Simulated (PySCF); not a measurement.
Stepwise substitution at one centre (Al NH2-H). Isolated molecules, 0 K electronic values unless said otherwise. Strings in code marks are SMILES.

Calculation: PBE-D3(BJ)/def2-TZVP // r2SCAN-D4/def2-TZVP run with PySCF 2.14.0. Excitations are Tamm–Dancoff values on a coarser integration grid. The basis has no diffuse functions, so Rydberg states are missing or too high.

```
species                                       S1 excitation (TDA) (eV)  S1–T1 gap (TDA) (eV)  S1 oscillator strength
--------------------------------------------  ------------------------  --------------------  ----------------------
0 of 3 NH2 replaced by H                                          4.87                  0.23                   0.003
1 of 3 NH2 replaced by H (`[NH2][AlH][NH2]`)                         …                  0.36                   0.000
2 of 3 NH2 replaced by H (`[NH2][AlH2]`)                             …                  1.32                   0.102
3 of 3 NH2 replaced by H (`[AlH3]`)                                  –                     –                       –
```

### Question
What belongs in the gaps?

### Answer

- 1 of 3 NH2 replaced by H (`[NH2][AlH][NH2]`), S1 excitation (TDA) (eV): 5.31
- 2 of 3 NH2 replaced by H (`[NH2][AlH2]`), S1 excitation (TDA) (eV): 5.72
